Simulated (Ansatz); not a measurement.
Consider the silylene formation by 1,1-elimination: `C=C[SiH](Cl)Br` → `Cl[Si]Br` + ethylene.

Program: Ansatz. Geometries: PBE0-D4/def2-TZVP. ΔE: electronic, gas phase. CCSD(T)/CBS adds triple-zeta CCSD(T) − MP2 to the extrapolated MP2 energy (def2 sets, frozen cores). This one scheme is used for every species. DFT in def2-TZVPP. For Br outer-core shells are correlated without core-valence functions, which leaves a few kJ/mol of doubt a bond. Scalar relativity is left out up to krypton. One conformer a species, not always the lowest.

`C=C[SiH](Cl)Br`:

Z-matrix (Å, degrees):
```
Si
C 1 1.840
Br 1 2.214 2 110.2
Cl 1 2.047 2 110.5 3 -119.6
H 1 1.477 2 111.0 3 120.0
C 2 1.330 1 120.7 3 -119.6
H 2 1.087 1 119.6 3 60.2
H 6 1.087 2 121.8 1 -0.2
H 6 1.086 2 122.1 1 179.8
```

`Cl[Si]Br`:

```xyz
3

Cl   -1.350    0.934   -0.450
Si    0.083    0.232    0.879
Br    1.267   -1.166   -0.429
```

`C=C`:

Cartesian coordinates in Å:
```
C -0.346 0.120 0.551
C 0.346 -0.120 -0.551
H -1.318 -0.330 0.722
H 0.031 0.775 1.329
H 1.318 0.329 -0.722
H -0.031 -0.775 -1.329
```

| species | B97M-V energy (Eh) |
| --- | --- |
| `C=C[SiH](Cl)Br` | -3401.95314 |
| `Cl[Si]Br` | -3323.27871 |
| `C=C` | -78.61712 |

(1) Work out ΔE.

Largest T1 diagnostic among the species: 0.011.

## Answers

(1) ΔE = (-3323.27871) + (-78.61712) − (-3401.95314) = 0.05731 Eh = +150.5 kJ/mol. CCSD(T)/CBS gives +156.1 kJ/mol.

At CCSD(T), def2-SVP lies −17.0 kJ/mol from the extrapolated value and def2-TZVPP −4.4 kJ/mol. Leaving LDA and LC-ωPBE aside and taking each functional with its dispersion term where it has one, the values, not all of them listed here, spread over 48.5 kJ/mol, from BLYP-D4 to PBE-QIDH. LDA lies +34.3 kJ/mol from PBE without D4. In def2-TZVPP, CCSD(T) changes the Hartree–Fock value by +4.9 kJ/mol (the triples alone add +0.3 kJ/mol) and MP2 by +23.4 kJ/mol.
